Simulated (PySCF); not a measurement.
C₇H₁₀P₂.
Numbering: `[CH3:1][CH2:2][c:3]1[p:4][cH:5][cH:6][p:7][c:8]1[CH3:9]` (hydrogens: H10, H11, H12 on C1; H13, H14 on C2; H15 on C5; H16 on C6; H17, H18, H19 on C9)

The same species was optimised twice, with GFN2-xTB and with PBE0-D3(BJ)/def2-SVP (PySCF), and the same property calculations (PySCF, gas phase) were run on both structures.

```json
{"coordinate": "C3–C8 (Å)", "GFN2-xTB": "1.379", "PBE0-D3(BJ)/def2-SVP": "1.401", "change": "+0.022"}
{"coordinate": "C5–C6 (Å)", "GFN2-xTB": "1.371", "PBE0-D3(BJ)/def2-SVP": "1.386", "change": "+0.015"}
{"coordinate": "C2–C3 (Å)", "GFN2-xTB": "1.513", "PBE0-D3(BJ)/def2-SVP": "1.516", "change": "+0.003"}
{"coordinate": "C6–P7 (Å)", "GFN2-xTB": "1.731", "PBE0-D3(BJ)/def2-SVP": "1.733", "change": "+0.002"}
{"coordinate": "C8–C9 (Å)", "GFN2-xTB": "1.509", "PBE0-D3(BJ)/def2-SVP": "1.511", "change": "+0.002"}
{"coordinate": "C3–P4 (Å)", "GFN2-xTB": "1.756", "PBE0-D3(BJ)/def2-SVP": "1.754", "change": "-0.002"}
{"coordinate": "C1–C2 (Å)", "GFN2-xTB": "1.529", "PBE0-D3(BJ)/def2-SVP": "1.527", "change": "-0.002"}
{"coordinate": "P4–C5 (Å)", "GFN2-xTB": "1.731", "PBE0-D3(BJ)/def2-SVP": "1.733", "change": "+0.002"}
{"coordinate": "P7–C8 (Å)", "GFN2-xTB": "1.757", "PBE0-D3(BJ)/def2-SVP": "1.755", "change": "-0.002"}
{"coordinate": "C1–C2–C3 (°)", "GFN2-xTB": "110.3", "PBE0-D3(BJ)/def2-SVP": "112.6", "change": "+2.3"}
{"coordinate": "C2–C3–P4 (°)", "GFN2-xTB": "111.7", "PBE0-D3(BJ)/def2-SVP": "112.6", "change": "+0.9"}
{"coordinate": "P7–C8–C9 (°)", "GFN2-xTB": "112.3", "PBE0-D3(BJ)/def2-SVP": "113.1", "change": "+0.8"}
{"coordinate": "C3–P4–C5 (°)", "GFN2-xTB": "104.0", "PBE0-D3(BJ)/def2-SVP": "104.7", "change": "+0.7"}
{"coordinate": "C2–C3–C8 (°)", "GFN2-xTB": "120.6", "PBE0-D3(BJ)/def2-SVP": "120.0", "change": "-0.6"}
{"coordinate": "C6–P7–C8 (°)", "GFN2-xTB": "104.1", "PBE0-D3(BJ)/def2-SVP": "104.7", "change": "+0.6"}
{"coordinate": "C3–C8–P7 (°)", "GFN2-xTB": "127.5", "PBE0-D3(BJ)/def2-SVP": "127.1", "change": "-0.4"}
{"coordinate": "P4–C5–C6 (°)", "GFN2-xTB": "128.4", "PBE0-D3(BJ)/def2-SVP": "128.0", "change": "-0.4"}
{"coordinate": "C1–C2–C3–P4 (°)", "GFN2-xTB": "87", "PBE0-D3(BJ)/def2-SVP": "93", "change": "+6"}
```

Rotational constants: A = 1607, B = 1127, C = 710.7 MHz (GFN2-xTB) against A = 1599, B = 1109, C = 701.2 MHz (PBE0-D3(BJ)/def2-SVP). Point groups within 0.08 Å: C1 and C1.

On the GFN2-xTB structure: HOMO (eV) -6.78 [PBE0/pcSseg-1]; LUMO (eV) -2.23 [PBE0/pcSseg-1]; dipole (D) 1.07 [PBE0/pcSseg-1]; GIAO shielding of C1 (ppm) 164.0 [PBE0/pcSseg-1]; GIAO shielding of C2 (ppm) 151.1 [PBE0/pcSseg-1]; GIAO shielding of C3 (ppm) -0.5 [PBE0/pcSseg-1]; GIAO shielding of P4 (ppm) 56.8 [PBE0/pcSseg-1]; GIAO shielding of C5 (ppm) 19.1 [PBE0/pcSseg-1]; GIAO shielding of C6 (ppm) 20.1 [PBE0/pcSseg-1]; GIAO shielding of P7 (ppm) 57.0 [PBE0/pcSseg-1]; GIAO shielding of C8 (ppm) 11.0 [PBE0/pcSseg-1].

Q: What do these properties become on the PBE0-D3(BJ)/def2-SVP structure?

A: 
```json
{"property": "HOMO (eV)", "level": "PBE0/pcSseg-1", "on GFN2-xTB": "-6.78", "on PBE0-D3(BJ)/def2-SVP": "-6.82", "change": "-0.04"}
{"property": "LUMO (eV)", "level": "PBE0/pcSseg-1", "on GFN2-xTB": "-2.23", "on PBE0-D3(BJ)/def2-SVP": "-2.19", "change": "+0.04"}
{"property": "dipole (D)", "level": "PBE0/pcSseg-1", "on GFN2-xTB": "1.07", "on PBE0-D3(BJ)/def2-SVP": "1.08", "change": "+0.01"}
{"property": "energy, GFN2-xTB geometry as zero (kcal/mol)", "level": "PBE0/pcSseg-1", "on GFN2-xTB": "0.0", "on PBE0-D3(BJ)/def2-SVP": "-0.6", "change": "-0.6"}
{"property": "GIAO shielding of C1 (ppm)", "level": "PBE0/pcSseg-1", "on GFN2-xTB": "164.0", "on PBE0-D3(BJ)/def2-SVP": "164.6", "change": "+0.6"}
{"property": "GIAO shielding of C2 (ppm)", "level": "PBE0/pcSseg-1", "on GFN2-xTB": "151.1", "on PBE0-D3(BJ)/def2-SVP": "149.8", "change": "-1.3"}
{"property": "GIAO shielding of C3 (ppm)", "level": "PBE0/pcSseg-1", "on GFN2-xTB": "-0.5", "on PBE0-D3(BJ)/def2-SVP": "-2.0", "change": "-1.5"}
{"property": "GIAO shielding of P4 (ppm)", "level": "PBE0/pcSseg-1", "on GFN2-xTB": "56.8", "on PBE0-D3(BJ)/def2-SVP": "58.1", "change": "+1.3"}
{"property": "GIAO shielding of C5 (ppm)", "level": "PBE0/pcSseg-1", "on GFN2-xTB": "19.1", "on PBE0-D3(BJ)/def2-SVP": "17.0", "change": "-2.1"}
{"property": "GIAO shielding of C6 (ppm)", "level": "PBE0/pcSseg-1", "on GFN2-xTB": "20.1", "on PBE0-D3(BJ)/def2-SVP": "17.9", "change": "-2.2"}
{"property": "GIAO shielding of P7 (ppm)", "level": "PBE0/pcSseg-1", "on GFN2-xTB": "57.0", "on PBE0-D3(BJ)/def2-SVP": "57.2", "change": "+0.2"}
{"property": "GIAO shielding of C8 (ppm)", "level": "PBE0/pcSseg-1", "on GFN2-xTB": "11.0", "on PBE0-D3(BJ)/def2-SVP": "7.1", "change": "-3.9"}
```

The heavy atoms differ by 0.046 Å rms after alignment. Among bonds between heavy atoms C3–C8 changes most (+0.022 Å). Changes are differences of the printed values. Neither structure is proved a minimum here.

Shape of the structure used: `[CH3:1][CH2:2][c:3]1[p:4][cH:5][cH:6][p:7][c:8]1[CH3:9]`: C1–C2–C3–P4 93°.
